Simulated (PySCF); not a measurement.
**Name the molecule from its bond curve**

A diatomic of charge 0 contains H (the partner may be the same element). Its singlet curve at PBE0 in a double-zeta basis (no relativity, PySCF), in eV from the separated fragments:

(R (Å), E (eV)): (0.649, -4.224), (0.679, -4.358), (0.710, -4.440), (0.732, -4.471), (0.755, -4.481), (0.778, -4.473), (0.808, -4.437), (0.846, -4.358), (0.891, -4.226), (0.951, -4.003)

The fit gives ωe = 4420 cm⁻¹ and the rotational constant Bₑ = 58.62 cm⁻¹.

Question: Which atom is the partner?

Answer: The minimum lies at 0.755 Å, so the reduced mass is 16.8576 u Å² cm⁻¹/(Bₑ·Re²) = 0.5045 u. With H at 1.01 u the partner weighs about 1.0 u: H. The molecule is H2.
